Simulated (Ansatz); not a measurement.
Stepwise reaction of `[SH][In]([SH])[Br]` with ammonia, as a gas-phase model of exchange steps in deposition or etching. ΔE in kJ/mol; ΔG adds harmonic PBE0-D4 terms to CCSD(T)/CBS, at 1 bar.

Calculated with Ansatz (gas phase, PBE0-D4/def2-TZVP geometries, no zero-point term in ΔE). CBS: MP2 limit from def2 TZ/QZ plus the TZ coupled-cluster correction, frozen cores. This one scheme is used for every species. DFT in def2-TZVPP. B3LYP here is the variant with VWN-RPA as its local correlation; programs differ in this. def2 core potentials past Kr. For Br, In outer-core shells are correlated without core-valence functions, which leaves a few kJ/mol of doubt a bond. Scalar relativity is left out up to krypton. One conformer a species, not always the lowest.

```json
{"step": "1", "reaction": "`[SH][In]([SH])[Br]` + NH₃ → `[NH2][In]([SH])[Br]` + H₂S", "PBE-D4": "83.2", "B3LYP-D4": "82.4", "ωB97M-V": "80.2", "CCSD(T)/CBS": "78.7", "ΔG(500 K)": "67.3"}
{"step": "2", "reaction": "`[NH2][In]([SH])[Br]` + NH₃ → `[NH2][In]([NH2])[Br]` + H₂S", "PBE-D4": "86.6", "B3LYP-D4": "85.5", "ωB97M-V": "84.4", "CCSD(T)/CBS": "82.1", "ΔG(500 K)": "70.6"}
```

By hand: ΔE of the 2 steps together at CCSD(T)/CBS.

(78.7) + (82.1) = 160.8 kJ/mol, or 80.4 kJ/mol a step.

In ΔE the steps differ by no more than 3.4 kJ/mol. All are uphill at CCSD(T)/CBS. ΔG lies between 67.3 and 70.6 kJ/mol a step. PBE-D4 differs from CCSD(T)/CBS by 4.5 to 4.5 kJ/mol a step. Isolated molecules leave out the surface, adducts and barriers. Largest T1 diagnostic: 0.012.
